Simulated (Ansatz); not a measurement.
Species: C$_{2}$H$_{10}$Si$_{2}$ (charge 0, singlet). 
Geometry from a B3LYP-D3(BJ)/def2-TZVP (Ansatz, a program for electronic structure) optimisation:
```xyz
14

C     -1.3398     1.3758    -0.7059
Si    -0.5656    -0.0053     0.3121
C     -1.1060    -1.6886    -0.3340
Si     1.7746     0.1666     0.2569
H     -2.4300     1.3125    -0.6780
H     -1.0258     1.3122    -1.7499
H     -1.0498     2.3574    -0.3272
H     -1.0044     0.1331     1.7279
H     -0.7861    -1.8289    -1.3687
H     -0.6795    -2.4973     0.2620
H     -2.1937    -1.7842    -0.3022
H      2.2326     1.4797     0.7792
H      2.2712     0.0351    -1.1384
H      2.4142    -0.9010     1.0681
```

Total electronic energies in hartree. Valence correlation only, unless marked. No spin-orbit coupling. No relativistic terms. CBS marks a two-point X^-3 extrapolation of the correlation energy; Hartree-Fock from the larger set.

```json
[
 {"level": "HF/aug-cc-pV(D+d)Z", "program": "Ansatz", "energy (Eh)": "-659.45211"},
 {"level": "HF/cc-pV(T+d)Z", "program": "Ansatz", "energy (Eh)": "-659.49752"},
 {"level": "RI-HF/aug-cc-pV(Q+d)Z", "program": "Ansatz", "energy (Eh)": "-659.50944"},
 {"level": "PBE/def2-TZVPD", "program": "Ansatz", "energy (Eh)": "-660.84346"},
 {"level": "revPBE-D3(BJ)/def2-TZVPD", "program": "Ansatz + dftd3", "energy (Eh)": "-661.15318"},
 {"level": "revPBE-D4/def2-TZVPD", "program": "Ansatz + dftd4", "energy (Eh)": "-661.15685"},
 {"level": "r2SCAN/def2-TZVPD", "program": "Ansatz", "energy (Eh)": "-661.16602"},
 {"level": "PBE0/def2-QZVPP", "program": "Ansatz", "energy (Eh)": "…"},
 {"level": "B2GP-PLYP-D3(BJ)/def2-TZVPD", "program": "Ansatz + dftd3", "energy (Eh)": "-660.84631"},
 {"level": "MP2/cc-pV(D+d)Z", "program": "Ansatz", "energy (Eh)": "-659.94875"},
 {"level": "RI-MP2/cc-pV(Q+d)Z", "program": "Ansatz", "energy (Eh)": "-660.16726"},
 {"level": "SCS-MP2/cc-pV(D+d)Z", "program": "Ansatz", "energy (Eh)": "-659.96397"},
 {"level": "CCSD(T)/aug-cc-pV(D+d)Z", "program": "Ansatz", "energy (Eh)": "-660.07126"},
 {"level": "CCSD(T)/cc-pVTZ", "program": "Ansatz", "energy (Eh)": "-660.20250"},
 {"level": "CCSD(T)/CBS(aug-cc-pV(T+d)Z,aug-cc-pV(Q+d)Z)", "program": "Ansatz", "energy (Eh)": "-660.2797"}
]
```

### Question
What belongs in the gaps?

### Answer

- PBE0/def2-QZVPP, energy (Eh): -660.95165
